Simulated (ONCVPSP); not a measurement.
**Building the ONCV potential for platinum (Pt) (PBEsol, scalar-relativistic).**

ONCVPSP 4.0.1 input, shortened (lines: element, Z, core and valence counts, functional; n l f; lmax; l rc ep ncon nbas qcut; lloc lpopt rc5 dvloc0; l nproj debl; icmod fcfact rcfact), PBEsol, scalar-relativistic:

```
  Pt 78.00    9    5  -116133      upf
    1    0    2.00
    2    0    2.00
    2    1    6.00
    3    0    2.00
    3    1    6.00
    3    2   10.00
    4    0    2.00
    4    1    6.00
    4    2   10.00
    4    3   14.00
    5    0    2.00
    5    1    6.00
    5    2    9.00
    6    0    1.00
    3
    0    1.60    0.00    3    8    6.20
    1    1.25    0.00    3    6    5.50
    2    1.65    0.00    4    9    5.00
    3    0.65    0.00    4    9   24.70
    4    5    0.60    4.00
    0    2    2.00
    1    1    1.40
    2    3    0.90
    3    3    1.60
    0    0.00    0.00
```

All-electron outer shells of the reference configuration (PBEsol, scalar-relativistic, ld1.x):

```json
{"shell": "4d", "level (eV)": "-306.68", "outermost node (bohr)": "0.20", "outermost maximum (bohr)": "0.42"}
{"shell": "5s", "level (eV)": "-101.88", "outermost node (bohr)": "0.49", "outermost maximum (bohr)": "0.87"}
{"shell": "4f", "level (eV)": "-70.14", "outermost node (bohr)": "–", "outermost maximum (bohr)": "0.38"}
{"shell": "5p", "level (eV)": "-56.04", "outermost node (bohr)": "0.53", "outermost maximum (bohr)": "0.98"}
{"shell": "5d", "level (eV)": "-6.17", "outermost node (bohr)": "0.57", "outermost maximum (bohr)": "1.26"}
{"shell": "6s", "level (eV)": "-5.70", "outermost node (bohr)": "1.14", "outermost maximum (bohr)": "2.38"}
```

Problem. Does this generation succeed?

Solution. No. ONCVPSP 4.0.1 stopped with "oncvpsp: lschvkbb ERROR 3 2 100": the bound-state solver with the separable projectors failed.
